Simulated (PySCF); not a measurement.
**Gas-phase XPS of (F)2Al-NH-SiH3, computed**

(F)2Al-NH-SiH3.
Geometry (PBE0-D3(BJ)/def2-SVP, Å), atoms numbered from 1 in this order:
```xyz
9
AlF2H4NSi angstrom
Al    -1.376   -0.833   -0.675
F     -2.274    0.455   -1.187
F     -1.965   -2.357   -0.929
N      0.178   -0.616    0.129
Si     1.047    0.856    0.482
H      0.650   -1.474    0.410
H      2.353    0.927   -0.246
H      1.341    0.986    1.944
H      0.178    1.987    0.047
```

The calculation used delta-SCF UKS SCAN, pcX-2 on the ionised atom, pcseg-1 elsewhere, spin-free X2C (PySCF). Binding energies are ΔSCF values: E(core-ionised, relaxed orbitals) − E(ground state) at a fixed geometry, referred to the vacuum level.

Q: List the computed XPS lines with their assignment.

A: 
| atom(s) | bonded to | level | binding energy (eV) | 2p1/2 (eV) | count |
| --- | --- | --- | --- | --- | --- |
| Si5 | N and 3 H | Si 1s | 1847.27 | – | 1 |
| Al1 | 2 F and N | Al 1s | 1568.77 | – | 1 |
| F2/F3 | Al | F 1s | 692.22 | – | 2 |
| N4 | H, Si and Al | N 1s | 404.70 | – | 1 |
| Si5 | N and 3 H | Si 2p3/2 | 107.42 | 108.04 | 1 |

Q: Which effective nuclear charge Zeff reproduces each element's mean 1s value in the hydrogen-like formula E = 13.606 eV × Zeff²?

A: N (Z = 7): mean 404.7 eV, Zeff = 5.45, Z − Zeff = 1.55; F (Z = 9): mean 692.2 eV, Zeff = 7.13, Z − Zeff = 1.87; Al (Z = 13): mean 1568.8 eV, Zeff = 10.74, Z − Zeff = 2.26; Si (Z = 14): mean 1847.3 eV, Zeff = 11.65, Z − Zeff = 2.35. Means run over the listed sites, weighted by atom count.

Q: What is the longest wavelength that can ionise N 1s of N4 vertically?

A: λ = hc/E = 12398.42 eV Å / 404.70 eV = 30.636 Å.

Topologically equivalent atoms share the value of their first member; where this conformer doesn't relate them by symmetry, their own values could differ. The 2p values aren't plain energy differences: one relaxed spin-free 2p hole is combined with a matrix within the shell (ground-state 2p orbital-energy differences and spin–orbit coupling). 2p3/2, the mean of its two sublevels, lies a third of the splitting below the shell's mean and 2p1/2 two thirds above it; the statistical areas are 2:1. 2p1/2 minus 2p3/2 (ligand field included): Si 0.62 eV. Isolated species at its PBE0-D3(BJ)/def2-SVP geometry, gas phase.
